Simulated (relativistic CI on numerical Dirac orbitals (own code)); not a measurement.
**Te IV: calculation against measurement**

Calculated at this level of theory: Dirac-Coulomb-Breit CI, KLI orbitals optimised for each configuration, model QED, valence Slater integrals scaled by 0.85, P86 correlation estimate, and configurations built on the next ion tied to the tabulated ionisation energy (semi-empirical) (own radial code, finite nucleus).

CI space (outside the closed core [Kr] 4d10): 5s²5p, 5s²5d, 5s²6s, 5s²6p, 5s²6d, 5s²7s, 5s²5f, 5s²6f, 5s5p², 5p³, 5s5p5d, 5s²5g, 5s²4f, 5s5p5f, 5p5d², 5s5p5g, 5s²7p, 5s5p6s, 5p²5d, 5s²7d, 5p4f², 5s5d², 5s5p6p, 5s²7f. Levels of other configurations are missing.

| Configuration | Term (tabulated) | J | Measured (cm⁻¹) | Computed | Error | Purity (%) |
| --- | --- | --- | --- | --- | --- | --- |
| 5s²5p | 2P° | 1/2 | 0.0 | 0 | 0 | 98 |
| 5s²5p | 2P° | 3/2 | 9223.0 | 8874 | -349 | 97 |
| 5s5p² | 2P | 3/2 | 119956.0 | 121326 | 1370 | 82 |
| 5s²5d | 2D | 3/2 | 127445.0 | 126307 | -1138 | 67 |
| 5s²5d | 2D | 5/2 | 128216.5 | 126638 | -1579 | 80 |
| 5s²6s | 2S | 1/2 | 133456.0 | 132514 | -942 | 99 |
| 5s²6p | 2P° | 3/2 | 163959.0 | 163207 | -752 | 98 |
| 5s²6d | 2D | 3/2 | 202941.4 | 202359 | -582 | 99 |
| 5s²6d | 2D | 5/2 | 203352.8 | 202729 | -624 | 99 |
| 5s²7s | 2S | 1/2 | 205343.6 | 205929 | 586 | 100 |

Measured levels from Moore, Atomic Energy Levels, vol. III, NSRDS-NBS 35 (1971 reprint of NBS Circular 467, 1958); pairs were made by configuration, J and term (by order where the table uses no LS term), so strongly mixed levels may be paired wrongly. The analysis dates from before 1960.

Mean error by configuration (cm⁻¹): 5s²5p -349; 5s5p² 1370; 5s²5d -1358; 5s²6s -942; 5s²6p -752; 5s²6d -603; 5s²7s 586. Over the excited levels the mean absolute error is 880 cm⁻¹ (9 of the 9 excited levels that our extract of the source holds in range could be paired), and the median relative error of those above 1,000 cm⁻¹ is 0.71 %.
